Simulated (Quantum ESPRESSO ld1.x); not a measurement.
Question: Species: Os II. Configuration: [Xe] 4f14 5d6 5f1 (not the ground configuration). Calculated with ld1.x of Quantum ESPRESSO 7.5: Dirac Kohn-Sham, PBE, spin-unpolarised, spherical densities, point nucleus; open shells fill j = l - 1/2 first.

Spin-orbit splittings of the eigenvalues, e(l+1/2) - e(l-1/2), with zeta = 2 splitting/(2l+1) and mean radii in bohr:

shell  occ.  splitting (eV)  zeta (eV)  <r> j=l-1/2  <r> j=l+1/2
2p        6            1531       1021      0.06130      0.06950
3p        6           334.0      222.6       0.1835       0.1986
3d       10           72.33      28.93       0.1734       0.1781
4p        6           78.44      52.29       0.4357       0.4693
4d       10           14.53      5.810       0.4825       0.4938
4f       14           2.805     0.8016       0.5526       0.5608
5p        6           12.20      8.131        1.101        1.200
5d        6           1.135     0.4539        1.674        1.732
5f        1               ?          ?        8.430        8.434

Estimate the 5f splitting.

Answer: 0.002721 eV (zeta = 0.0007775 eV).
